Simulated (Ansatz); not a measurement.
HP (SMILES [PH]), triplet, at a GFN2-xTB geometry; SC-NEVPT2/cc-pVDZ, CASSCF(4,6) (Ansatz, a first-principles code).

The Ansatz input:
Ansatz 0.2 input:
```yaml
crystal:
  periodic: [false, false, false]
  atoms:
    - {symbol: P, position_ang: [-0.00000000, -0.00000000, -0.08743423]}
    - {symbol: H, position_ang: [0.00000000, 0.00000000, 1.31151351]}
basis:
  gaussian:
    orbitals: cc-pVDZ
correlation: {method: sc_nevpt2, electrons: all, active_space: {window: {electrons: 4, orbitals: 6}}}
magnetization: {spin_polarized: false, initial_magnetization: 2}
```

It wrote (shortened):

```
Functional definition: HF
238 factors; integrals over basis functions are off by at most 8.6e-4 eV
mean field evaluation 1: about -9286.4533 eV, gradient 6.0e0 eV
mean field evaluation 2: about -9286.4539 eV, gradient 6.0e0 eV
mean field evaluation 4: about -9286.6900 eV, gradient 3.7e-1 eV
mean field evaluation 8: about -9286.6907 eV, gradient 1.1e-4 eV
mean field -9286.69073510 eV, -341.2795897699 hartree, gradient 2.8e-6 eV, S^2 2.000000; 0 other end points of the search recorded, 0 dependent functions left out
reference -9286.69073510 eV, -341.2795897699 hartree; 9, 7 occupied and 14, 16 virtual orbitals, 238 factors
state -9287.63834634 eV, -341.3144138405 hartree
state -9287.63834634 eV, -341.3144138405 hartree; corrected -9289.37923791 eV, -341.3783904259 hartree
state -9287.43085102 eV, -341.3067885282 hartree
state -9287.43085102 eV, -341.3067885282 hartree; corrected -9289.32061052 eV, -341.3762359090 hartree
state -9287.63834634 eV, -341.3144138405 hartree; corrected -9289.37923791 eV, -341.3783904259 hartree
the orbitals are reached from a further start. From the first start the search ends at -9287.43084982 eV, -341.3067884840 hartree
Total energy: -9289.37923791 eV, -341.3783904259 hartree
```
